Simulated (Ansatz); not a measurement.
Input for Ansatz (an electronic-structure program): R-B3LYP/cc-pVTZ on CH5B (SMILES BC), a point of a bond scan (R = 1.551 Å).

Ansatz 0.2 input:
```yaml
crystal:
  periodic: [false, false, false]
  atoms:
    - {symbol: B, position_ang: [0.86683501, 0.07931907, 0.01137761]}
    - {symbol: C, position_ang: [-0.67657042, -0.06721329, -0.04119711]}
    - {symbol: H, position_ang: [1.56563530, -0.86459183, 0.22851949]}
    - {symbol: H, position_ang: [1.38571542, 1.14906292, -0.10198656]}
    - {symbol: H, position_ang: [-0.99453933, 0.07635016, 1.00657842]}
    - {symbol: H, position_ang: [-1.03720483, -1.05649979, -0.32706514]}
    - {symbol: H, position_ang: [-1.19435906, 0.70236295, -0.61575156]}
basis:
  gaussian:
    orbitals: cc-pVTZ
    pivot_positions_ang: [[0.86683501, 0.07931907, 0.01137761], [-0.67657042, -0.06721329, -0.04119711], [1.56563530, -0.86459183, 0.22851949], [1.38571542, 1.14906292, -0.10198656], [-0.99453933, 0.07635016, 1.00657842], [-1.03720483, -1.05649979, -0.32706514], [-1.19435906, 0.70236295, -0.61575156]]
hamiltonian:
  xc: {name: B3LYP}
scf: {lower_state_search: off}
output: {orbitals: {seedname: ./end}}
```

Program output:

```
WARN ansatz: RAYON_NUM_THREADS=2 ignored (pool sized by the plan → 2); use --threads N
Functional definition: B3LYP
these checks for a lower state are left out or cut short: stability, starts, cluster_reference, orbital_swaps, neighbouring_geometries, increment
integrals: 0.03 GiB planned
676 factors; their error is unknown
mean field: 0.36 GiB planned
mean field evaluation 1: about -1789.5232 eV, gradient 5.0e1 eV
mean field evaluation 2: about -1787.3309 eV, gradient 5.5e1 eV
mean field evaluation 4: about -1795.2728 eV, gradient 7.1e-1 eV
mean field evaluation 8: about -1795.2641 eV, gradient 3.2e-1 eV
mean field evaluation 16: about -1795.2643 eV, gradient 1.4e-6 eV
mean field -1795.26426862 eV, -65.9747449981 hartree, gradient 1.4e-6 eV, S^2 0.000000; 0 other end points of the search recorded, 0 dependent functions left out
reference -1795.26448259 eV, -65.9747528611 hartree; 8, 8 occupied and 122, 122 virtual orbitals, 676 factors
Total energy: -1795.26448259 eV, -65.9747528611 hartree
Checks for a lower state left out: stability, starts, cluster_reference, orbital_swaps, neighbouring_geometries, increment
```

Self-consistency was reached.

Cost: roughly 1.4 core-seconds.
